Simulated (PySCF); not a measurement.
AgCl, SMILES [Cl][Ag], multiplicity 1. Atoms are numbered in the order given.

```xyz
2

Ag     0.0000     0.0000    -0.6079
Cl     0.0000     0.0000     1.6806
```
Charge 0, spin multiplicity 1.

Geometry: PBE0-D3(BJ)/def2-TZVPD. The multiplicity is an assumed one; other spin states were not compared. The def2 effective core potentials stand for the cores of Ag; spin–orbit coupling is left out.

Method: PySCF with TDA-PBE/def2-TZVPD.

Vertical excitations; the highest root listed may be one member of a degenerate set.  State labels are in the subgroup C2v.

| state | symmetry | energy (eV) | λ (nm) | f | main pairs |
|---|---|---|---|---|---|
| S1 | B2 | 2.43 | 511 | 0.007 | HOMO→LUMO (degenerate set) |
| S2 | B1 | 2.43 | 511 | 0.007 | HOMO−1→LUMO (degenerate set) |
| S3 | A1 | 3.49 | 355 | 0.073 | HOMO−2→LUMO 92 % |
| S4 | A2 | 4.38 | 283 | 0.000 | HOMO−3→LUMO (degenerate set) |
| S5 | A1 | 4.38 | 283 | 0.000 | HOMO−4→LUMO (degenerate set) |
| S6 | B2 | 4.89 | 254 | 0.003 | HOMO−5→LUMO (degenerate set) |
| S7 | B1 | 4.89 | 254 | 0.003 | HOMO−6→LUMO (degenerate set) |
| S8 | A2 | 5.71 | 217 | 0.000 | HOMO→LUMO+1 50 %, HOMO−1→LUMO+2 50 % |
| S9 | A2 | 5.73 | 216 | 0.000 | HOMO−1→LUMO+2, HOMO→LUMO+1 (degenerate set) |
| S10 | A1 | 5.73 | 216 | 0.000 | HOMO→LUMO+2, HOMO−1→LUMO+1 (degenerate set) |
| T1 | B2 | 2.11 | 588 | 0 | HOMO→LUMO (degenerate set) |
| T2 | B1 | 2.11 | 588 | 0 | HOMO−1→LUMO (degenerate set) |
| T3 | A1 | 2.52 | 492 | 0 | HOMO−2→LUMO 100 % |
| T4 | A2 | 4.06 | 306 | 0 | HOMO−3→LUMO 100 % |
Triplets are in the Tamm–Dancoff approximation.
